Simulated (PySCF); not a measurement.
Computed IR spectrum (relative IR intensity) of a molecule C3H6Cl2Si. The structure is a stationary point at B3LYP-D3(BJ)/def2-SVP. One conformer was computed; it need not be the lowest. The numbers are results of B3LYP-D3(BJ)/def2-SVP (PySCF), not measurements. Frequencies are harmonic and unscaled.

Lines under 2 % of the strongest are left out, and lines within 2 cm⁻¹ are merged.

ν (cm⁻¹): 170 (vw), 386 (vw), 533 (m), 571 (s), 784 (vs), 819 (vs), 824 (m), 956 (vw), 1008 (w), 1096 (w), 1243 (w), 1331 (vw), 1449 (m), 1694 (s), 2268 (s), 3019 (w), 3083 (w), 3131 (w), 3137 (vw) (against the strongest line: vs over 80 %, s over 45 %, m over 15 %, w over 4 %, vw less)

**Question.** Identify the compound among the candidates.
A. C=C(C)[SiH](Cl)Cl
B. C/C=C/[SiH](Cl)Cl
C. C[Si@H](Cl)/C=C\Cl
D. C/C(Cl)=C/[SiH2]Cl

**Answer.** B, C/C=C/[SiH](Cl)Cl
